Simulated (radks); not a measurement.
Coulomb parameter of the 5d shell of the tungsten ion W+ in the model configuration [Xe] 4f14 5d3.5 6s1.5, as a second difference U = [E(n + 0.25) + E(n - 0.25) - 2 E(n)] / (0.25)^2 with all orbitals relaxed. "Bare": the charge of the atom changes with n. "Screened": the 6s shell takes up the change at fixed total charge, which measures U(5d,5d) + U(6s,6s) - 2 U(5d,6s). All-electron calculation, scalar-relativistic Kohn-Sham, r2SCAN, spin-unpolarised, spherical densities, finite nucleus; meta-GGA in the generalised Kohn-Sham scheme; Fermi nuclear charge, rms radius 5.3658 fm. Program: a radial shooting solver on a logarithmic mesh with Libxc functionals.

case                      configuration  E - E(n) (eV)
start             [Xe] 4f14 5d3.5 6s1.5          0.000
bare +0.25       [Xe] 4f14 5d3.75 6s1.5         -2.855
bare -0.25       [Xe] 4f14 5d3.25 6s1.5          3.460
screened +0.25  [Xe] 4f14 5d3.75 6s1.25          0.037
screened -0.25  [Xe] 4f14 5d3.25 6s1.75         -0.001

U(bare) = 9.676 eV, U(screened by 6s) = 0.568 eV, against the Slater integral F0(5d,5d) = 12.899 eV with frozen orbitals.
